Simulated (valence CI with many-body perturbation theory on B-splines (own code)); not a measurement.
**E1 line list for Mn V**

Calculated by configuration interaction combined with many-body perturbation theory (CI+MBPT): three valence electrons over a frozen Dirac-Fock core [Ar], radial functions for each j: 7 s, 7 p, 8 d, 6 f, 4 g, 1 h, with the one-electron correlation potential Σ1 (screened to all orders), the two-electron term Σ2, the three-electron term Σ3, Breit, model QED; selected single and double excitations, second order for the rest, scaled by the run's own slope (own B-spline code, finite nucleus).

Against 67 measured levels this calculation errs by 1039 cm⁻¹ on average and by 1766 at most. These come from a selection out of Corliss and Sugar, J. Phys. Chem. Ref. Data 6, 1253 (1977). Levels without a partner in it may be off by more, other configurations by 1,000 to 8,000 cm⁻¹. The list stops below the first excitations out of the core.

Lines 251 to 300 of 562 in falling wavelength, among levels below 297960 cm⁻¹, chosen from the strongest by gf and those to the six lowest levels. Wavelengths and rates use the calculated energies, so an error of 1000 cm⁻¹ moves a line at 50.64 nm by 0.51 % and its rate by three times that or more. Electric multipoles are in the length gauge, E1 and E2 with the static RPA response of the core. Weak lines are less certain than strong ones. Lines between different terms over intervals too small for the method are left out, as are lines whose strength nearly cancels. Where a level lies close to another of its J and parity, the split of strength between their lines is uncertain. The highest levels of a list are the least certain.

Names give the largest LS component (configuration and term), which can be under half, so a name can repeat, a term be missing and a line seem to break the LS rules; names also repeat where a configuration has a term twice. Letters in brackets count levels of one name in rising energy.

| λ vac (nm) | λ from measured levels | Upper | Lower | A (s⁻¹) | S (a.u.) with core polarisation | S without |
| --- | --- | --- | --- | --- | --- | --- |
| 50.64 | 50.15 | 3d²4p ²D°_3/2 [b] | 3d³ ²D_3/2 [b] | 1.04e+08 | 2.67e-02 | 2.94e-02 |
| 50.49 | 50.00 | 3d²4p ²D°_5/2 [b] | 3d³ ²D_3/2 [b] | 1.21e+07 | 4.63e-03 | 5.06e-03 |
| 50.43 | 50.01 | 3d²4p ⁴D°_7/2 [b] | 3d³ ²D_5/2 [b] | 7.29e+06 | 3.69e-03 | 4.02e-03 |
| 50.42 | 49.94 | 3d²4p ²D°_5/2 [b] | 3d³ ²D_5/2 [b] | 6.01e+07 | 2.28e-02 | 2.52e-02 |
| 50.14 | 49.70 | 3d²4p ⁴G°_5/2 | 3d³ ²F_5/2 | 1.49e+07 | 5.57e-03 | 6.06e-03 |
| 49.85 | 49.42 | 3d²4p ⁴G°_7/2 | 3d³ ²F_7/2 | 7.25e+06 | 3.55e-03 | 3.86e-03 |
| 49.25 | 48.83 | 3d²4p ²F°_5/2 [a] | 3d³ ²F_5/2 | 2.45e+08 | 8.66e-02 | 9.40e-02 |
| 49.18 | 48.76 | 3d²4p ²F°_5/2 [a] | 3d³ ²F_7/2 | 9.99e+06 | 3.52e-03 | 3.88e-03 |
| 49.05 | 48.63 | 3d²4p ²F°_7/2 [a] | 3d³ ²F_5/2 | 7.41e+06 | 3.45e-03 | 3.75e-03 |
| 48.98 | 48.57 | 3d²4p ²F°_7/2 [a] | 3d³ ²F_7/2 | 2.74e+08 | 1.27e-01 | 1.38e-01 |
| 48.89 | 48.50 | 3d²4p ⁴D°_5/2 [a] | 3d³ ²F_5/2 | 5.80e+07 | 2.01e-02 | 2.18e-02 |
| 48.78 | 48.29 | 3d²4p ²D°_5/2 [c] | 3d³ ²D_3/2 [b] | 9.77e+07 | 3.36e-02 | 3.66e-02 |
| 48.78 | 48.28 | 3d²4p ²D°_3/2 [c] | 3d³ ²D_3/2 [b] | 7.39e+08 | 1.69e-01 | 1.85e-01 |
| 48.73 | 48.23 | 3d²4p ²D°_5/2 [c] | 3d³ ²D_5/2 [b] | 9.77e+08 | 3.35e-01 | 3.65e-01 |
| 48.72 | 48.23 | 3d²4p ²D°_3/2 [c] | 3d³ ²D_5/2 [b] | 2.59e+08 | 5.91e-02 | 6.45e-02 |
| 48.63 | 48.24 | 3d²4p ⁴D°_7/2 [a] | 3d³ ²F_7/2 | 1.00e+08 | 4.56e-02 | 4.95e-02 |
| 48.53 | 48.15 | 3d²4p ²D°_5/2 [a] | 3d³ ²F_7/2 | 1.35e+07 | 4.56e-03 | 4.84e-03 |
| 48.03 | 47.59 | 3d²4p ²P°_1/2 [b] | 3d³ ²D_3/2 [b] | 3.23e+09 | 3.53e-01 | 3.85e-01 |
| 47.99 | 47.54 | 3d²4p ²P°_3/2 [b] | 3d³ ²D_3/2 [b] | 4.80e+08 | 1.05e-01 | 1.14e-01 |
| 47.93 | 47.48 | 3d²4p ²P°_3/2 [b] | 3d³ ²D_5/2 [b] | 2.83e+09 | 6.16e-01 | 6.73e-01 |
| 47.29 | 46.73 | 3d²4p ²F°_7/2 [c] | 3d³ ²D_5/2 [b] | 1.51e+09 | 6.32e-01 | 6.88e-01 |
| 47.16 | 46.61 | 3d²4p ²F°_5/2 [c] | 3d³ ²D_3/2 [b] | 1.43e+09 | 4.45e-01 | 4.84e-01 |
| 47.11 | 46.56 | 3d²4p ²F°_5/2 [c] | 3d³ ²D_5/2 [b] | 1.60e+08 | 4.95e-02 | 5.38e-02 |
| 46.48 | 46.03 | 3d²4p ⁴G°_5/2 | 3d³ ²D_3/2 [a] | 2.14e+07 | 6.36e-03 | 6.92e-03 |
| 46.29 | 45.84 | 3d²4p ⁴G°_7/2 | 3d³ ²D_5/2 [a] | 1.82e+07 | 7.14e-03 | 7.77e-03 |
| 46.21 | 45.78 | 3d²4p ⁴F°_3/2 | 3d³ ²D_3/2 [a] | 2.37e+07 | 4.62e-03 | 5.07e-03 |
| 46.10 | 45.66 | 3d²4p ⁴G°_5/2 | 3d³ ²P_3/2 | 2.15e+07 | 6.23e-03 | 6.79e-03 |
| 46.08 | 45.65 | 3d²4p ⁴F°_5/2 | 3d³ ²D_5/2 [a] | 3.42e+07 | 9.91e-03 | 1.08e-02 |
| 45.98 | 45.69 | 3d²4p ²F°_5/2 [b] | 3d³ ²F_5/2 | 2.96e+08 | 8.52e-02 | 9.28e-02 |
| 45.92 | 45.77 | 3d²4p ⁴G°_9/2 | 3d³ ²H_11/2 | 8.97e+06 | 4.29e-03 | 4.76e-03 |
| 45.87 | 45.45 | 3d²4p ⁴F°_3/2 | 3d³ ²P_1/2 | 4.65e+07 | 8.85e-03 | 9.65e-03 |
| 45.84 | 45.41 | 3d²4p ⁴F°_3/2 | 3d³ ²P_3/2 | 6.06e+07 | 1.15e-02 | 1.26e-02 |
| 45.72 | 45.30 | 3d²4p ⁴F°_5/2 | 3d³ ²P_3/2 | 1.46e+07 | 4.12e-03 | 4.48e-03 |
| 45.71 | 45.28 | 3d²4p ²F°_5/2 [a] | 3d³ ²D_3/2 [a] | 9.88e+07 | 2.80e-02 | 3.04e-02 |
| 45.71 | 45.28 | 3d²4p ²F°_5/2 [a] | 3d³ ²D_5/2 [a] | 3.28e+08 | 9.26e-02 | 1.01e-01 |
| 45.68 | 45.40 | 3d²4p ²F°_7/2 [b] | 3d³ ²F_7/2 | 2.67e+08 | 1.00e-01 | 1.09e-01 |
| 45.63 | 45.50 | 3d²4p ⁴F°_9/2 | 3d³ ²H_11/2 | 3.04e+07 | 1.42e-02 | 1.56e-02 |
| 45.55 | 45.15 | 3d²4p ²D°_3/2 [a] | 3d³ ²D_3/2 [a] | 2.25e+08 | 4.20e-02 | 4.58e-02 |
| 45.55 | 45.14 | 3d²4p ²D°_3/2 [a] | 3d³ ²D_5/2 [a] | 5.44e+07 | 1.02e-02 | 1.11e-02 |
| 45.54 | 45.11 | 3d²4p ²F°_7/2 [a] | 3d³ ²D_5/2 [a] | 6.07e+08 | 2.26e-01 | 2.46e-01 |
| 45.41 | 45.00 | 3d²4p ⁴D°_5/2 [a] | 3d³ ²D_3/2 [a] | 3.83e+08 | 1.06e-01 | 1.16e-01 |
| 45.40 | 44.99 | 3d²4p ⁴D°_5/2 [a] | 3d³ ²D_5/2 [a] | 8.65e+07 | 2.40e-02 | 2.62e-02 |
| 45.38 | 45.14 | 3d²4p ²D°_3/2 [b] | 3d³ ²F_5/2 | 1.62e+08 | 2.98e-02 | 3.24e-02 |
| 45.35 | 44.93 | 3d²4p ²F°_5/2 [a] | 3d³ ²P_3/2 | 5.39e+08 | 1.49e-01 | 1.62e-01 |
| 45.33 | 44.93 | 3d²4p ⁴D°_3/2 [a] | 3d³ ²D_3/2 [a] | 1.97e+08 | 3.63e-02 | 3.95e-02 |
| 45.32 | 44.93 | 3d²4p ⁴D°_3/2 [a] | 3d³ ²D_5/2 [a] | 7.60e+07 | 1.40e-02 | 1.52e-02 |
| 45.23 | 44.83 | 3d²4p ⁴D°_7/2 [a] | 3d³ ²D_5/2 [a] | 3.02e+08 | 1.10e-01 | 1.20e-01 |
| 45.22 | 44.83 | 3d²4p ²D°_3/2 [a] | 3d³ ²P_1/2 | 5.34e+08 | 9.75e-02 | 1.06e-01 |
| 45.20 | 45.01 | 3d²4p ⁴D°_7/2 [b] | 3d³ ²F_7/2 | 8.34e+06 | 3.04e-03 | 3.33e-03 |
| 45.20 | 44.96 | 3d²4p ²D°_5/2 [b] | 3d³ ²F_7/2 | 2.74e+08 | 7.50e-02 | 8.14e-02 |
